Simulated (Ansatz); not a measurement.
Born–Oppenheimer molecular dynamics of BBrFH3 (6 atoms, charge 0, multiplicity 1). It starts at the highest image of a converged band, a first-order saddle point between two minima.

All numbers below come from Ansatz, RKS B3LYP-D4/def2-SVP.

| Property | Result |
| --- | --- |
| ensemble | NVE (velocity Verlet) |
| time step | 0.5 fs |
| steps asked | 200 |
| starting velocities drawn for | 300 K |
| seed | 6011 |

First frame:

```xyz
6
Properties=species:S:1:pos:R:3
B 0.010 -0.185 0.031
F 0.006 0.150 1.534
H 1.065 0.086 -0.465
H -1.062 0.017 -0.457
Br 0.082 -2.331 0.598
H 0.044 -1.021 1.681
```

(1) How far do the bonds stretch over the last three quarters of this one trajectory? (Pairs bonded in most of those frames.)

Answers

(1) 
```
  bond  mean (Å)  spread (Å)  shortest  longest
 B1–H3     1.198       0.012      1.18     1.22
 B1–H4     1.198       0.007      1.18     1.21
B1–Br5     2.005       0.096      1.85     2.21
 F2–H6     0.957       0.051      0.88     1.07
```

Pairs bonded in part of these frames only: B1–F2 19 %.

Mean temperature of the second half: 460 K. The conserved energy stayed within 0.37 meV per atom of its start (net change -0.28 meV per atom), so the integration is sound. The kinetic energy rose, since the run started high on the potential surface and went downhill. It ends in pieces (BBrH2 + FH), so much of that is their flight and rotation, not heat. A run of 0.1 ps of so small a system gives no equilibrium averages. The orbitals stay closed-shell, which can raise the energy where a bond breaks towards radicals; this wasn't checked here.

Time of the run: 3 min on 1 thread of AMD EPYC 9R45 96-Core Processor (Zen 5) (shared host), peak memory 0.19 GiB.
